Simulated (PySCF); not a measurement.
Problem. Write Cartesian coordinates for `c1cc(C(=O)[O-])oc1F` as optimised with GFN2-xTB. (Charge -1.)

Solution. 
```
atom  x, y, z in Å
O1     2.690    0.916    0.137
C2     2.163   -0.194    0.006
O3     2.659   -1.314   -0.110
C4     0.597   -0.126   -0.009
C5    -0.211    0.971    0.104
C6    -1.554    0.516    0.034
C7    -1.436   -0.826   -0.116
F8    -2.394   -1.768   -0.235
O9    -0.174   -1.240   -0.146
H10    0.125    1.980    0.224
H11   -2.459    1.088    0.085
```

Orientation and origin are arbitrary. Atoms count from 1 in this order. The C–C distances run from 1.356 Å (C6–C7, aromatic) to 1.568 Å (C2–C4, drawn single), a spread of 0.212 Å. The 5-membered ring C4–C5–C6–C7–O9 has internal angles of 103.9° to 113.1° (sum 540°, against 540° for a flat polygon); it is planar, 0.00 Å rms from its mean plane, widest ring torsion 0°. C7 (aromatic C–F carbon) is planar (angles 129.8°, 117.1° and 113.1°, sum 360.0°, 0.00 Å off the plane of its three neighbours). C6 (aromatic CH carbon) is planar (angles 128.7°, 127.3° and 103.9°, sum 360.0°, 0.00 Å off the plane of its three neighbours).

Bonds between heavy atoms (Å): O1=C2 1.235, C2–O3 1.230, C2–C4 1.568, C4–C5 1.368, C5–C6 1.419, C6–C7 1.356, C7–F8 1.348, C7–O9 1.329, C4–O9 1.361.

Computed geometry: GFN2-xTB, gas phase.

Point group: Cs (tolerance 0.08 Å). GFN2-xTB frequencies: not computed here.
